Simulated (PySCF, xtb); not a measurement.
CH₄OSi, SMILES CO[SiH] (connectivity only; charge and spin as stated), neutral, multiplicity 1.

Harmonic wavenumbers (cm⁻¹) from GFN2-xTB (xtb 6.7.1) at its own minimum, in rising order: 95, 261, 279, 723, 773, 1097, 1118, 1147, 1412, 1481, 1488, 1934, 2929, 2954, 2968.

**Question.** What does PySCF with r2SCAN-D4/def2-TZVP give at its own minimum? (Estimate from the structure and the level; the computed values follow.)

**Answer.** 144, 309, 366, 745, 888, 1106, 1173, 1185, 1462, 1487, 1493, 1890, 3010, 3095, 3107. Paired by order, the mean absolute difference is 59 cm⁻¹ and the zero-point energies are 29.5 and 30.7 kcal/mol.
